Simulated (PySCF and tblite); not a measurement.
Results of a calculation; reference values are marked as such.
System: C5H5OP, numbered as in [CH2:1]=[CH:2][c:3]1[cH:4][p:5][cH:6][o:7]1.

The path came from a restrained scan, a climbing-image band and a saddle search at GFN2-xTB; energies are PBE0/pcSseg-1 + D3(BJ), IEF-PCM benzene//GFN2-xTB, thermal terms GFN2-xTB. Rate constants are transition-state-theory values, counting equivalent paths, without tunnelling. (PySCF 2.14 with density fitting, tblite 0.8.)

Task: What barrier does the rotation about the C3–C2 bond (torsion C4–C3–C2–C1 from 180° to 360°, rising) meet, and how fast is it at 298 K?

Result: The electronic barrier is 6.5 kcal/mol and ΔG‡(298 K) 6.6 kcal/mol, over a C1 saddle with an imaginary mode of 119i cm⁻¹ (GFN2-xTB). With 2 equivalent paths, k is 1.9×10⁸ s⁻¹, a mean lifetime of the start of 5.3 ns against this motion. The end lies 1.1 kcal/mol above the start in free energy.
